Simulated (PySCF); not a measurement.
# How methods differ on the excitation energy of Sb

Sb [Kr] 4d10 5s2 5p3 (4S) → Sb [Kr] 4d10 5s1 5p3 5d1 (6D), as a difference of total energies. Computed with PySCF 2.14 in aug-cc-pVQZ-DK3, with scalar relativity by spin-free X2C-1e. Correlated levels: valence: [Kr] 4d10 frozen. The calculations carry no spin-orbit coupling.

```tsv
method	excitation energy (eV)
UHF	10.929
LDA	13.505
PBE	13.094
PBE0	12.828
r2SCAN	12.688
HSE06	12.875
PW91	13.133
TPSSh	12.897
MP2 (valence)	12.079
SCS-MP2 (valence)	12.452
```

**Question.** How much does correlation contribute at MP2 (valence)?

**Answer.** 12.079 − (10.929) = 1.150 eV, measured against UHF.

A first-order spin-orbit estimate (lowest level to lowest level, LS coupling) adds -0.013 eV.

The upper state lies above the first ionisation limit, but in LS coupling its spin forbids autoionisation to the ground ion; at this Z spin-orbit coupling breaks that rule.

The promoted electron is Rydberg-like, and one or two diffuse shells describe it only roughly, which tends to raise the upper state.
